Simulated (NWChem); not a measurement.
System: CH$_{2}$Cl$_{2}$F$_{2}$Si; SMILES FC([SiH](Cl)Cl)F

Here is an NWChem input.

```
start job
memory heap 200 mb stack 900 mb global 1100 mb
geometry units angstroms noautosym nocenter noautoz
  F      0.125167     2.348154     0.646846
  C      0.763326     1.337028     0.003965
  F      0.603890     1.503444    -1.327393
  Si    -0.005121    -0.324488     0.574512
  Cl    -1.940170    -0.414513    -0.085144
  Cl     1.113661    -1.836089    -0.249838
  H      1.843783     1.410940     0.234729
  H      0.028380    -0.432060     2.051745
end
basis spherical
  * library pcsseg-1
end
dft
  xc bhlyp
  iterations 150
end
property
  shielding
end
task dft property
```

Geometry: optimised at PBE0/def2-SVP.

GIAO values for the isolated, static molecule; σ is the absolute isotropic shielding, δ = σ(reference) − σ with the isolated reference molecule computed at the same levels (13C: tetramethylsilane, 19F: trichlorofluoromethane, 1H: tetramethylsilane, 29Si: tetramethylsilane).

Atoms are numbered as in the input.

Problem. Predict the main results of this run. (BHandHLYP/pcSseg-1, GIAO.) Quantities: δ F1 (ppm); δ C2 (ppm); δ F3 (ppm); δ Si4 (ppm); σ Cl6 (ppm); δ H7 (ppm); δ H8 (ppm).

Solution. 
* **δ F1 (ppm)**: -140.3
* **δ C2 (ppm)**: 116.0
* **δ F3 (ppm)**: -146.2
* **δ Si4 (ppm)**: 5.4
* **σ Cl6 (ppm)**: 913.5
* **δ H7 (ppm)**: 5.63
* **δ H8 (ppm)**: 5.28
